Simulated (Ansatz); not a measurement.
Mulliken charges of `[CH]=C[Si](F)(Cl)Cl` radical from PBE/def2-TZVPP in Ansatz (PBE0-D4/def2-TZVP geometry).

```tsv
atom	x (Å)	y (Å)	z (Å)	charge (e)
C1	0.945	-1.517	0.493	-0.137
C2	-0.183	-0.990	0.103	-0.179
Si3	-0.279	0.822	-0.222	0.658
F4	1.138	1.470	0.058	-0.240
Cl5	-0.772	1.209	-2.152	-0.178
Cl6	-1.629	1.726	0.994	-0.178
H7	1.949	-1.179	0.708	0.143
H8	-1.077	-1.598	-0.038	0.111
```

Task: By hand: the dipole of these point charges (1 e Å = 4.8032 D).

Result: Σ q r = (0.033, -0.295, 0.057) e Å, of length 0.302 e Å = 1.45 D.

Task: How does the dipole of the full density compare? (Estimate.)

Result: The calculation gave: (0.003, -0.221, 0.037) e Å, 1.08 D; the point charges give 1.34 times that, at 6° from its direction.

Point charges leave out the atoms' own dipoles, such as those of lone pairs, and Mulliken's split depends on the basis, so the two needn't agree.
